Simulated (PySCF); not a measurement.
## Bond length, frequency and bond energy of TaCl⁻ by level of theory

State: quartet, unpaired electrons π ↑, δ ↑↑. Set-up: Ta def2-TZVPPD with ECP60, Cl def2-TZVPPD; scalar-relativistic core potentials (PySCF 2.14). De refers to Ta (5d3 6s2) + Cl⁻ in their high-spin ground configurations, without counterpoise correction. The functionals are run spin-unrestricted. A positive dipole points towards Cl; it is taken about the centre of mass and depends on that origin. Levels whose curve was spin-contaminated or gave no clean fit are not listed.

```json
{"Level": "ROHF-MP2", "Re (Å)": "2.386", "ωe (cm⁻¹)": "283", "De (eV)": "n/a", "μ (D)": "n/a", "CPU s a point (SCF and correlation, without the integrals)": "6.5"}
{"Level": "ROHF-SCS-MP2", "Re (Å)": "2.423", "ωe (cm⁻¹)": "268", "De (eV)": "n/a", "μ (D)": "n/a", "CPU s a point (SCF and correlation, without the integrals)": "n/a"}
{"Level": "ROHF-CCSD", "Re (Å)": "2.423", "ωe (cm⁻¹)": "280", "De (eV)": "n/a", "μ (D)": "n/a", "CPU s a point (SCF and correlation, without the integrals)": "n/a"}
{"Level": "ROHF-CCSD(T)", "Re (Å)": "2.407", "ωe (cm⁻¹)": "287", "De (eV)": "1.93", "μ (D)": "n/a", "CPU s a point (SCF and correlation, without the integrals)": "170"}
{"Level": "LDA", "Re (Å)": "2.320", "ωe (cm⁻¹)": "317", "De (eV)": "n/a", "μ (D)": "0.00", "CPU s a point (SCF and correlation, without the integrals)": "0.88"}
{"Level": "PBE", "Re (Å)": "2.380", "ωe (cm⁻¹)": "285", "De (eV)": "n/a", "μ (D)": "0.10", "CPU s a point (SCF and correlation, without the integrals)": "1.3"}
{"Level": "PW91", "Re (Å)": "2.380", "ωe (cm⁻¹)": "286", "De (eV)": "n/a", "μ (D)": "0.02", "CPU s a point (SCF and correlation, without the integrals)": "0.89"}
```

Question: What does the gradient correction do here, going from LDA to PBE?

Answer: PBE less LDA: +6.0 pm in Re, -10.1 % in ωe. The gradient correction favours the more uneven density of free atoms, so it tends to lengthen bonds and takes away much of the overbinding of LDA; so it does here.

Question: What does the triples do here, going from ROHF-CCSD to ROHF-CCSD(T)?

Answer: ROHF-CCSD(T) less ROHF-CCSD: -1.6 pm in Re, +2.5 % in ωe. Correlation nearly always deepens the well. The bond shortens, as in weak, metallic or heavy-atom bonds, where dispersion and the correlation of outer-core electrons pull the atoms together.

Correlated steps freeze 5 core orbitals. De is left out where the level can put another filling of the metal’s s and d shells below the measured ground configuration, by anything from nothing to about 1 eV. Spin–orbit coupling is left out, which matters for elements this heavy, above all for dissociation energies. For an ion De counts to the pair picked by the measured ionisation energies or electron affinities, which need not be the lowest pair at this level. The highest Kohn–Sham level is positive in this anion. Much of that is self-interaction error, but it also means that the finite basis helps to hold the extra electron. The CCSD T1 diagnostic is raised, a sign that a single reference may not be enough here. With d or f electrons several states lie close, and the lowest PBE0 determinant need not be the measured ground state.

The whole job (state search and all levels along the bond) took about 19 min on 2 threads of AMD EPYC 9R45 96-Core (shared host), peak memory 6.4 GiB.
